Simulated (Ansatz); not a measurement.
Species: Cu₂, charge 0, multiplicity 1. SMILES: [Cu][Cu]
Structure (B3LYP-D3(BJ)/def2-TZVP (Ansatz, a quantum-chemistry and plane-wave program) minimum search):
```xyz
2

Cu     0.0000     0.0000    -1.1457
Cu     0.0000     0.0000     1.1457
```
Charge 0, spin multiplicity 1.

Property: atomisation energy (electronic, to ground-state atoms), in kJ/mol. Cores are frozen in the correlated levels unless marked. UHF or UKS for open shells. Spin-orbit coupling is left out. Frozen are the shells of the preceding noble gas and the d and f shells that filled before the atom's block. Non-relativistic. The coupled-cluster limit lacks core correlation, which all-electron functionals hold. CBS marks a two-point X^-3 extrapolation of the correlation energy; Hartree-Fock from the larger set.

| level | program | atomisation energy (kJ/mol) | minus last row | rough core time |
|---|---|---|---|---|
| HF/def2-TZVPPD | Ansatz | 42.2 | -138.8 | - |
| B3LYP/def2-TZVPD | Ansatz | 173.7 | -7.3 | under 20 s |
| PBE0-D3(BJ)/def2-TZVP | Ansatz + dftd3 | 172.6 | -8.4 | under 20 s |
| PBE0/def2-TZVP | Ansatz | 169.9 | -11.1 | under 20 s |
| BHLYP-D3(BJ)/def2-TZVPD | Ansatz + dftd3 | 151.0 | -30.0 | under 20 s |
| MP2/def2-TZVPP | Ansatz | 169.1 | -11.9 | - |
| CCSD(T)/CBS(def2-TZVPPD,def2-QZVPPD) | Ansatz | 181.0 | 0.0 | 30 s |

Core times are rough, on shared machines, summed over the molecules involved; a dash marks a level read off another run, or run on other hardware, by another program or under a memory cap.

The T1 diagnostic of CCSD in the largest basis is 0.029, which is high, so the coupled-cluster rows are less sure than usual.
